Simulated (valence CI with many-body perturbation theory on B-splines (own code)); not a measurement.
E1 transitions of Cs LI

Computed by relativistic CI+MBPT: three valence electrons over a frozen Dirac-Fock core [He], radial functions for each j: 11 s, 11 p, 9 d, 7 f, 5 g, 2 h, 1 i, with the one-electron correlation potential Σ1, the two-electron term Σ2, the three-electron term Σ3, Breit, model QED; selected CI, second order for the rest (own B-spline code, finite nucleus).

No measured spectrum was set against this ion. As an estimate, large intervals hold to a few tenths of a per cent, small ones and those within an open d or f shell to about a per cent.

Lines 51 to 100 of 283 in falling wavelength, among levels below 467.62 Ry, chosen from the strongest by gf and those to the six lowest levels. Wavelengths and rates use the calculated energies. Electric multipoles are in the length gauge, E1 and E2 with the static RPA response of the core. Weak lines are less certain than strong ones. Lines between different terms over intervals too small for the method are left out, as are lines whose strength nearly cancels. The highest levels of a list are the least certain.

Levels are named by their leading jj configuration (3d3/2^4 stands for four electrons in 3d with j = 3/2), which in mixed levels can hold well under half, so a name can repeat and another be missing. Letters in brackets count levels of one name in rising energy.

```csv
λ vac (nm),Upper,Lower,A (s⁻¹),S (a.u.) with core polarisation,S without
6.180,(2s 2p1/2 2p3/2) J=3/2 [b],(2s^2 2p3/2) J=3/2,6.03e+09,2.81e-03,2.82e-03
6.004,(2p1/2 2p3/2 3s) J=5/2,(2s 2p3/2 3s) J=5/2,5.04e+10,3.23e-02,3.23e-02
5.626,(2s^2 2p3/2) J=3/2,(2s 2p1/2^2) J=1/2,6.41e+08,2.26e-04,2.26e-04
5.377,(2p1/2^2 2p3/2) J=3/2,(2s 2p1/2 2p3/2) J=5/2,4.53e+10,1.39e-02,1.39e-02
4.717,(2p1/2^2 2p3/2) J=3/2,(2s 2p1/2 2p3/2) J=3/2 [a],1.49e+10,3.09e-03,3.10e-03
2.452,(2s 2p1/2 2p3/2) J=3/2 [a],(2s^2 2p1/2) J=1/2,3.96e+09,1.15e-04,1.16e-04
2.367,(2s 2p3/2^2) J=5/2,(2s^2 2p3/2) J=3/2,1.75e+11,6.87e-03,6.88e-03
2.316,(2p1/2 2p3/2^2) J=3/2,(2s 2p1/2 2p3/2) J=1/2,4.31e+11,1.06e-02,1.06e-02
2.245,(2p1/2 2p3/2 3d3/2) J=5/2 [a],(2s 2p1/2 3d3/2) J=5/2,2.64e+11,8.85e-03,8.87e-03
2.233,(2p1/2 2p3/2^2) J=5/2,(2s 2p1/2 2p3/2) J=3/2 [b],5.07e+11,1.67e-02,1.68e-02
2.229,(2p1/2 2p3/2 3d5/2) J=9/2,(2s 2p1/2 3d5/2) J=7/2,4.07e+11,2.22e-02,2.23e-02
2.225,(2p3/2^3) J=3/2,(2s 2p3/2^2) J=3/2,1.22e+12,2.64e-02,2.65e-02
2.225,(2p1/2 2p3/2 3p3/2) J=7/2,(2s 2p1/2 3p3/2) J=5/2,4.87e+11,2.12e-02,2.12e-02
2.220,(2p1/2 2p3/2 3s) J=3/2 [b],(2s 2p1/2 3s) J=1/2 [b],3.89e+11,8.40e-03,8.42e-03
2.213,(2p1/2 2p3/2 3d5/2) J=7/2 [a],(2s 2p1/2 3d5/2) J=5/2 [a],4.00e+11,1.71e-02,1.72e-02
2.206,(2p1/2 2p3/2 3d3/2) J=5/2 [b],(2s 2p1/2 3d3/2) J=3/2 [b],3.91e+11,1.24e-02,1.24e-02
2.206,(2s 2p3/2 3d5/2) J=7/2 [b],(2s^2 3d5/2) J=5/2,6.52e+11,2.76e-02,2.77e-02
2.200,(2p1/2 2p3/2 3p3/2) J=5/2 [a],(2s 2p1/2 3p3/2) J=3/2 [a],4.01e+11,1.27e-02,1.27e-02
2.194,(2s 2p3/2 3p3/2) J=5/2 [b],(2s^2 3p3/2) J=3/2,7.29e+11,2.28e-02,2.28e-02
2.193,(2p1/2 2p3/2 3d3/2) J=7/2,(2s 2p1/2 3d3/2) J=5/2,4.03e+11,1.68e-02,1.68e-02
2.189,(2p1/2 2p3/2 3d5/2) J=7/2 [b],(2s 2p1/2 3d5/2) J=5/2 [b],2.36e+11,9.80e-03,9.82e-03
2.187,(2p1/2 2p3/2 3p1/2) J=3/2 [b],(2s 2p1/2 3p1/2) J=1/2 [b],5.13e+11,1.06e-02,1.06e-02
2.184,(2p1/2 2p3/2 3p1/2) J=5/2,(2s 2p1/2 3p1/2) J=3/2,4.85e+11,1.49e-02,1.50e-02
2.169,(2s 2p3/2 3d3/2) J=5/2 [b],(2s^2 3d3/2) J=3/2,6.58e+11,1.99e-02,1.99e-02
2.168,(2p1/2 2p3/2 3d3/2) J=3/2 [a],(2s 2p1/2 3d3/2) J=3/2 [a],4.62e+11,9.29e-03,9.30e-03
2.166,(2s 2p3/2 3p1/2) J=1/2,(2s^2 3p1/2) J=1/2,8.63e+11,8.65e-03,8.67e-03
2.165,(2s 2p3/2 3s) J=1/2,(2s^2 3s) J=1/2,8.51e+11,8.52e-03,8.54e-03
2.160,(2s 2p3/2 3p1/2) J=3/2 [b],(2s^2 3p1/2) J=1/2,7.74e+11,1.54e-02,1.54e-02
2.157,(2s 2p3/2 3d5/2) J=5/2 [b],(2s^2 3d5/2) J=5/2,7.81e+11,2.32e-02,2.33e-02
2.157,(2s 2p3/2 3d3/2) J=3/2 [b],(2s^2 3d3/2) J=3/2,6.95e+11,1.38e-02,1.38e-02
2.151,(2s 2p3/2 3s) J=3/2 [b],(2s^2 3s) J=1/2,7.88e+11,1.55e-02,1.55e-02
2.150,(2s 2p3/2 3p3/2) J=3/2 [b],(2s^2 3p3/2) J=3/2,7.40e+11,1.45e-02,1.45e-02
2.149,(2p1/2 2p3/2 3d5/2) J=7/2 [b],(2s 2p1/2 3d5/2) J=7/2,2.61e+11,1.02e-02,1.02e-02
2.148,(2s 2p3/2 3d5/2) J=3/2 [b],(2s^2 3d5/2) J=5/2,8.79e+11,1.72e-02,1.72e-02
2.145,(2p1/2 2p3/2 3s) J=5/2,(2s 2p1/2 3s) J=3/2,3.84e+11,1.12e-02,1.12e-02
2.114,(2p1/2 2p3/2^2) J=3/2,(2s 2p1/2 2p3/2) J=5/2,7.95e+10,1.48e-03,1.49e-03
2.105,(2s 2p1/2 2p3/2) J=1/2,(2s^2 2p1/2) J=1/2,9.95e+11,9.16e-03,9.18e-03
2.105,(2s 2p1/2 2p3/2) J=3/2 [b],(2s^2 2p1/2) J=1/2,8.00e+11,1.47e-02,1.48e-02
2.086,(2p1/2 2p3/2^2) J=1/2,(2s 2p1/2 2p3/2) J=3/2 [b],1.02e+12,9.17e-03,9.18e-03
2.086,(2p1/2 2p3/2^2) J=1/2,(2s 2p1/2 2p3/2) J=1/2,4.25e+11,3.81e-03,3.82e-03
2.070,(2s 2p3/2^2) J=1/2,(2s^2 2p3/2) J=3/2,8.20e+11,7.17e-03,7.19e-03
2.066,(2s 2p3/2^2) J=3/2,(2s^2 2p3/2) J=3/2,1.40e+12,2.43e-02,2.44e-02
2.065,(2p1/2^2 2p3/2) J=3/2,(2s 2p1/2^2) J=1/2,5.85e+11,1.02e-02,1.02e-02
2.045,(2p1/2 2p3/2^2) J=5/2,(2s 2p1/2 2p3/2) J=5/2,5.81e+11,1.47e-02,1.47e-02
2.004,(2p1/2 2p3/2^2) J=3/2,(2s 2p1/2 2p3/2) J=3/2 [a],6.61e+11,1.05e-02,1.05e-02
1.941,(2p1/2 2p3/2^2) J=5/2,(2s 2p1/2 2p3/2) J=3/2 [a],1.20e+10,2.61e-04,2.61e-04
1.829,(2p1/2 2p3/2^2) J=1/2,(2s 2p1/2 2p3/2) J=3/2 [a],1.21e+10,7.33e-05,7.35e-05
1.297,(2p1/2 2p3/2^2) J=3/2,(2s 2p1/2^2) J=1/2,1.58e+10,6.78e-05,6.79e-05
1.296,(2p3/2^3) J=3/2,(2s 2p1/2 2p3/2) J=1/2,1.26e+10,5.42e-05,5.43e-05
1.254,(2s 2p3/2^2) J=3/2,(2s^2 2p1/2) J=1/2,1.89e+10,7.38e-05,7.39e-05
```
